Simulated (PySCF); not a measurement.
Relaxation of triplet ReO₃⁻

All numbers come from UPBE0/[Re def2-SVPD with ECP60, O def2-SVPD], scalar-relativistic core potentials, density fitting, no spin–orbit coupling, PySCF. A (50,194) grid was used.

A hand-made side-on plus terminal start, of C2v symmetry, held to at least that symmetry:

Coordinates in bohr (charge -1 multiplicity 3):
```
Re    0.0000    0.0000   -0.2405
O     1.3606    0.0000    3.2819
O    -1.3606    0.0000    3.2819
O     0.0000    0.0000   -3.7522
```

What does it relax to?

It ends at C2v with O–O 1.447 Å, Re–O 1.733 Å, Re–O 1.961 Å (×2); O–O–Re 68.4° (×2), O–Re–O 43.3°, O–Re–O 158.4° (×2). A frequency run shows a minimum.

How much energy is released, and in how many steps?

34.9 kJ/mol in 4 steps.

Other spin states or occupations of the open shell can lie lower. At this level a singlet minimum of D3h symmetry lies 498 kJ/mol below this structure. No spin–orbit coupling is included, which matters more the heavier the element.
